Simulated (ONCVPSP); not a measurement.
An all-electron radial function and its pseudo partner (Cl (Z = 17))

Columns: radius, all-electron u(r) and pseudo u(r) of the 2s shell (level -253.39 eV) of chlorine in the configuration [He] 2s2 2p6 3s1.5 3p5.5; PBE, scalar-relativistic, ONCV scheme, ONCVPSP 4.0.1.

```
r (bohr)  all-electron  pseudo
   0.045       -0.7326  0.3040
   0.090       -0.4305  0.5933
   0.135        0.1476  0.8541
   0.180        0.6949  1.0753
   0.225        1.1115  1.2493
   0.270        1.3820  1.3720
   0.315        1.5247  1.4430
   0.360        1.5677  1.4652
   0.405        1.5391  1.4442
   0.450        1.4631  1.3880
   0.495        1.3577  1.3047
   0.540        1.2370  1.2031
   0.585        1.1110  1.0913
   0.630        0.9864  0.9760
   0.675        0.8676  0.8626
   0.720        0.7570  0.7549
   0.765        0.6564  0.6555
   0.810        0.5659  0.5656
   0.855        0.4856  0.4855
   0.900        0.4153  0.4152
   0.945        0.3540  0.3539
   0.990        0.3009  0.3008
   1.035        0.2550  0.2549
   1.080        0.2157  0.2157
   1.125        0.1820  0.1819
   1.170        0.1533  0.1533
```

Q: How many radial nodes do the two functions have?

A: The all-electron 2s function has n − l − 1 = 1; the pseudo-wave has 0, since the states of the same l below it are removed with the core.

Q: At about which radius was the pseudo-wave matched?

A: 0.90 bohr. The columns agree to 0.0005 from 0.81 bohr on; several derivatives are matched, so the curves merge somewhat inside the radius.

Q: Is the pseudo-wave norm-conserving?

A: Yes: the ONCV scheme keeps the norm inside the radius equal to the all-electron one, which fixes the energy derivative of the logarithmic derivative at the level.
